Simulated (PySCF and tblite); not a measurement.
Values are calculated unless marked as measured or tabulated.
System: C₈H₅OS₂ (charge -1), numbered as in [S-:1][c:2]1[cH:3][cH:4][c:5](-[c:6]2[cH:7][cH:8][cH:9][s:10]2)[o:11]1.

Geometries: GFN2-xTB; energies: PBE0/pcSseg-1 + D3(BJ); zero-point and thermal terms from GFN2-xTB harmonic modes (soft modes blended into free rotors). Rates follow Eyring's equation with the number of equivalent paths and no tunnelling. Programs: tblite and PySCF.

The ion is treated without a counter-ion.

Task: Estimate the barrier and the room-temperature rate of the rotation about the C5–C6 bond (torsion C4–C5–C6–C7 from 180° to 360°, rising).

Result: The electronic barrier is 9.0 kcal/mol and ΔG‡(298 K) 9.2 kcal/mol, over a C1 saddle with an imaginary mode of 106i cm⁻¹ (GFN2-xTB). With 2 equivalent paths, k is 2.1×10⁶ s⁻¹, a mean lifetime of the start of 480 ns against this motion. The end lies 0.6 kcal/mol above the start in free energy.
